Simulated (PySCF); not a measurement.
A calculated (TPSS, PySCF 2.14, 6-31G*, the non-relativistic Hamiltonian (point nucleus)) atom or ion has these occupied shells.

| shell | electrons | orbital energy (eV) | rms radius, mean of both spins (bohr) |
| --- | --- | --- | --- |
| 1s α | 1 | -6404.6 | 0.0712 |
| 1s β | 1 | -6404.6 | 0.0712 |
| 2s α | 1 | -753.25 | 0.306 |
| 2s β | 1 | -751.27 | 0.306 |
| 2p α | 3 | -646.81 | 0.275 |
| 2p β | 3 | -645.22 | 0.275 |
| 3s α | 1 | -104.29 | 0.924 |
| 3s β | 1 | -98.738 | 0.924 |
| 3p α | 3 | -73.866 | 0.990 |
| 3p β | 3 | -68.300 | 0.990 |
| 3d α | 5 | -25.242 | 1.23 |

(1) Name the element and its charge.

Results:

(1) Mn²⁺ (manganese, charge +2), in [Ar] 3d5, high-spin 6S determinant.
